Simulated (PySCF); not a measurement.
## Cost of excited-state runs on `C=C[S@@](=O)CCC=O`, C5H8O2S

Geometry:
```json
{"atom": "C1", "x (Å)": "2.204", "y (Å)": "-1.055", "z (Å)": "0.619"}
{"atom": "C2", "x (Å)": "1.988", "y (Å)": "0.131", "z (Å)": "0.097"}
{"atom": "S3", "x (Å)": "0.642", "y (Å)": "0.385", "z (Å)": "-1.088"}
{"atom": "O4", "x (Å)": "-0.057", "y (Å)": "-0.908", "z (Å)": "-1.203"}
{"atom": "C5", "x (Å)": "-0.464", "y (Å)": "1.343", "z (Å)": "0.088"}
{"atom": "C6", "x (Å)": "-1.767", "y (Å)": "0.570", "z (Å)": "0.097"}
{"atom": "C7", "x (Å)": "-1.494", "y (Å)": "-0.868", "z (Å)": "0.513"}
{"atom": "O8", "x (Å)": "-0.809", "y (Å)": "-1.161", "z (Å)": "1.459"}
{"atom": "H9", "x (Å)": "1.555", "y (Å)": "-1.876", "z (Å)": "0.359"}
{"atom": "H10", "x (Å)": "2.992", "y (Å)": "-1.252", "z (Å)": "1.326"}
{"atom": "H11", "x (Å)": "2.570", "y (Å)": "1.019", "z (Å)": "0.282"}
{"atom": "H12", "x (Å)": "-0.569", "y (Å)": "2.355", "z (Å)": "-0.295"}
{"atom": "H13", "x (Å)": "-0.005", "y (Å)": "1.352", "z (Å)": "1.074"}
{"atom": "H14", "x (Å)": "-2.454", "y (Å)": "0.999", "z (Å)": "0.833"}
{"atom": "H15", "x (Å)": "-2.239", "y (Å)": "0.593", "z (Å)": "-0.885"}
{"atom": "H16", "x (Å)": "-2.100", "y (Å)": "-1.619", "z (Å)": "-0.019"}
```

PySCF with density fitting, on 1 thread of an Arm Neoverse V1, shared host. Command: `OMP_NUM_THREADS=1 python excited_run.py task.json out`

Task: How long does each of these runs take, and how much memory?
- magnetisability and related constants, CAM-B3LYP/pcSseg-1; usual settings
- magnetisability and related constants, KT3/pcSseg-1; isotopologues

Result: 
```tsv
run	level	basis functions	wall time	peak memory (GiB)
magnetisability and related constants	CAM-B3LYP/pcSseg-1	183	47 s	1
magnetisability and related constants	KT3/pcSseg-1	183	50 s	0.65
```
Times from a shared host are rough.
